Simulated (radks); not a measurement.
Results of a calculation; reference values are marked as such.
Effect of the nuclear size on neutral cobalt, [Ar] 3d7 4s2. Code: a radial shooting solver on a logarithmic mesh with Libxc functionals. Model: Dirac Kohn-Sham, exchange-only LDA, spin-unpolarised, spherical densities, finite nucleus; open shells are shared between the two j in proportion to 2j + 1; Fermi nuclear charge, rms radius 3.7875 fm. The rms radius is varied about that value; shifts are against it.

| rms radius (fm) | total energy shift (eV) | density at nucleus (e/bohr^3) | 1s1/2 shift (meV) | 2s1/2 shift (meV) | 2p1/2 shift (meV) | 3s1/2 shift (meV) |
|---|---|---|---|---|---|---|
| 3.2345 | -0.0363 | 1.726e+04 | -15.4 | -1.41 | 0.143 | -0.200 |
| 3.5868 | -0.0138 | 1.718e+04 | -5.87 | -0.536 | 0.054 | -0.076 |
| 3.7875 | 0 | 1.714e+04 | 0.000 | 0.000 | 0.000 | 0.000 |
| 4.0943 | 0.0225 | 1.708e+04 | 9.56 | 0.873 | -0.088 | 0.124 |
| 4.6208 | 0.0650 | 1.698e+04 | 27.6 | 2.52 | -0.255 | 0.359 |

Slopes of the eigenvalues against <r^2> in GHz/fm^2, as finite differences over the two radii next to the reference (eigenvalue slopes, not the field-shift constants of lines): 1s1/2 957, 2s1/2 87.4, 2p1/2 -8.84, 3s1/2 12.4.
